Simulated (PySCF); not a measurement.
In(Br)(NH2)2 (BrH₄InN₂), SMILES [NH2][In]([NH2])[Br]. Coordinates come from a B3LYP-D3(BJ)/def2-SVP optimisation. The def2 effective core potentials stand for the cores of In; spin–orbit coupling is left out. Other conformers were not sampled.

These are B3LYP-D3(BJ)/def2-SVP run with PySCF 2.14.0 values and carry that method's errors.

Harmonic wavenumbers (cm⁻¹): 90, 111, 123, 175, 234, 254, 435, 457, 597, 621, 768, 821, 1517, 1530, 3512, 3513, 3613, 3613. Rotational constants (GHz): 4.346, 1.251, 0.9751; symmetry number 1.

Problem. Work out the zero-point energy and the ideal-gas rigid-rotor harmonic-oscillator thermochemistry at 298.15 K and 1 atm.

Solution. ZPE = ½ Σ hcν = ½ × 21986 cm⁻¹ = 31.43 kcal/mol. H − E(el) = 36.79 kcal/mol. Entropy in cal/(mol K): translation 42.16, rotation 28.50, vibration 18.81, total 89.46. G − E(el) = 10.12 kcal/mol. Cp = 25.42 cal/(mol K). Modes under 150 cm⁻¹ make the vibrational entropy uncertain.
